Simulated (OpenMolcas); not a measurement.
3s² 3p² along the 14-electron sequence

| Quantity | Value |
| --- | --- |
| Program | OpenMolcas |
| Method | CASSCF |
| Basis | ANO-RCC-VTZP |
| Scalar Hamiltonian | DKH2, point nucleus |
| Spin-orbit coupling | RASSI with atomic mean-field integrals over the reference wave functions, term energies averaged over their components |

Active space for each ion: 4 electrons in 4 orbitals (3s 3p).

Computed levels in cm-1 above ³P₀:

| Level | P+ | S2+ | Cl3+ | Ar4+ |
| --- | --- | --- | --- | --- |
| ³P₁ | 144 | 266 | 450 | 698 |
| ³P₂ | 414 | 749 | 1241 | 1878 |
| ¹D₂ | 11677 | 14267 | 16817 | 19479 |
| ¹S₀ | 20875 | 25842 | 30703 | 35737 |
| weight of ³P in the lowest level (%) | 100 | 100 | 100 | 100 |

Measured, with the error of the calculation in %. Measured levels: P+ from NIST Handbook of Basic Atomic Spectroscopic Data; S2+ from NIST levels in Podobedova, Kelleher and Wiese, J. Phys. Chem. Ref. Data 38, 171 (2009); Cl3+ from Moore, Atomic Energy Levels, vol. I, NSRDS-NBS 35 (1971 reprint of NBS Circular 467, 1949); Ar4+ from Saloman, J. Phys. Chem. Ref. Data 39, 033101 (2010).

```tsv
Level	P+	S2+	Cl3+	Ar4+
³P₁	165 (-12.6)	299 (-11.1)	491 (-8.3)	763 (-8.5)
³P₂	469 (-11.7)	833 (-10.1)	1341 (-7.5)	2029 (-7.4)
¹D₂	8882 (+31.5)	11323 (+26.0)	13766 (+22.2)	16299 (+19.5)
¹S₀	21576 (-3.2)	27161 (-4.9)	32550 (-5.7)	37912 (-5.7)
```

The fine-structure level ³P₂ changes by a factor of 4.54 from P+ to Ar4+. Its fourth root runs 4.51, 5.23, 5.94, 6.58, with steps per unit of Z of 0.72, 0.70, 0.65; equal steps would mean a (Z - σ)^4 law with constant σ.

¹D₂ changes by a factor of 1.67 over the same range, with steps per unit of Z of +2590, +2550, +2660 cm-1.

Without dynamic correlation excited terms often stand tens of per cent too high (terms of higher spin than the ground term too low), and those without a measured partner can miss by more than the paired ones (holds for P+). Computed and measured levels are paired by configuration, term and J; levels that our copy of the source lacks, or whose pairing is in doubt (as where it misses far off the trend of its configuration), stay unpaired and out of the deviations. Levels of configurations outside the active space are missing.
